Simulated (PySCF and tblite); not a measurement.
Values are calculated unless marked as measured or tabulated.
System: C7H8F (charge +1), numbered as in [CH:1]#[C:2][C+:3]([CH3:4])/[C:5]([F:6])=[CH:7]\[CH3:8].

Motion: rotation about the C5–C3 bond (torsion F6–C5–C3–C2 from -180° to 0°, rising). GFN2-xTB gives an electronic barrier of 21.7 kcal/mol and a reaction energy of 2.5 kcal/mol.

The ion is treated without a counter-ion.

(1) What does CAM-B3LYP/pcSseg-1 + D3(BJ) give on GFN2-xTB geometries?

Programs: tblite and PySCF.

Answers

(1) A barrier of 23.6 kcal/mol, 2.0 above the tight-binding barrier (from unrounded values), a reaction energy of 3.0 kcal/mol and, with GFN2-xTB thermal terms, ΔG‡(298 K) = 22.9 kcal/mol and k = 0.0002 s⁻¹ (2 equivalent paths).
